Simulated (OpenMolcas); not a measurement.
Tc4+: ligand-field states by method

Tc4+ with its 6 nearest chloride ions at 2.419 Å, on the Zr site of Cs2ZrCl6 (a = 10.407 Å, distance in the model lattice 2.446 Å). The rest of the host is ab initio model potentials to 7.6 Å and point charges beyond; the distance is set by hand and nothing relaxes. Ligand basis ANO-RCC-VDZP.

| Item | Value |
| --- | --- |
| Program | OpenMolcas |
| Basis | ANO-RCC-VTZP [7s6p4d2f1g] |
| Scalar Hamiltonian | DKH2, point nucleus |
| Active space | 3 electrons in 5 orbitals (4d) |
| State averaging | 2S+1 = 4 even, 10 roots; 2S+1 = 2 even, 40 roots |
| Spin-orbit coupling | state interaction with AMFI integrals over the reference wave functions |

I. CASSCF
II. SS-CASPT2, IPEA 0.25 Eh, imaginary shift 0.1 Eh (closed shells correlated: 4s 4p and the ligand valence shells)
III. SS-CASPT2, IPEA 0.5 Eh, imaginary shift 0.1 Eh (closed shells correlated: 4s 4p and the ligand valence shells)

Spin-free states (labels of O, the rotations of Oh) in cm-1, each column counted from its own energy of the first state listed:

```json
{"State": "4A2", "Degeneracy": "1", "I": "0", "II": "0", "III": "0"}
{"State": "2E", "Degeneracy": "2", "I": "13828", "II": "8560", "III": "8650"}
{"State": "2T1", "Degeneracy": "3", "I": "14511", "II": "8630", "III": "8640"}
{"State": "2T2", "Degeneracy": "3", "I": "21596", "II": "14970", "III": "15320"}
{"State": "4T2", "Degeneracy": "3", "I": "24052", "II": "28380", "III": "28560"}
{"State": "4T1", "Degeneracy": "3", "I": "30831", "II": "33160", "III": "33650"}
{"State": "2A1", "Degeneracy": "1", "I": "34695", "II": "33280", "III": "35560"}
{"State": "2S+1 = 2", "Degeneracy": "3", "I": "35358", "II": "34220", "III": "34850"}
{"State": "2S+1 = 2", "Degeneracy": "3", "I": "36758", "II": "35460", "III": "36400"}
{"State": "2E", "Degeneracy": "2", "I": "38505", "II": "36210", "III": "38020"}
```

From I to II, I's first state of the same spin (4T2) moves from 24052 to 28380 cm-1, by about +4300 cm-1.

From I to II, I's first state of another spin (2E) moves from 13828 to 8560 cm-1, by about -5300 cm-1.

χT at 300 K: I 1.78, II 1.79, III 1.79 cm3 K/mol.

Roots that are degenerate in the reference are averaged as groups; the widest CASPT2 spread within a group is 250 cm-1 (the 2-fold group of multiplicity 2 near 38000 cm-1 above the lowest state of its run, III). Shifts and gaps below about the spread of the groups concerned are not significant. Over all roots computed the reference weight is 0.62 to 0.64 in II, 0.64 to 0.65 in III; a low but even weight reflects the number of correlated electrons. The least metal-like active orbital is 68 % on the metal (Löwdin) and no ligand orbital is active, so the numbers are rough. Ligand-to-metal charge-transfer states are missing. With no ligand orbital active B as a rule stays too high, so bands that hang on it stand too high and its fall with covalency is understated. Without dynamic correlation the repulsion within the d shell is too large (B by tens of per cent), so at a given field states of lower spin stand too high (holds for I). With metal d orbitals alone the field can be off either way by tens of per cent (holds for I). These CASPT2 states fit no ligand-field parameters well, so their order and spin gaps are uncertain (holds for II; III). With one d shell and no ligand orbital active, 10Dq can be off by a tenth or more (holds for II; III). No measured value stands beside these numbers; the geometry was set by hand and not optimised.

A state without a sure symmetry label is named by its multiplicity alone.
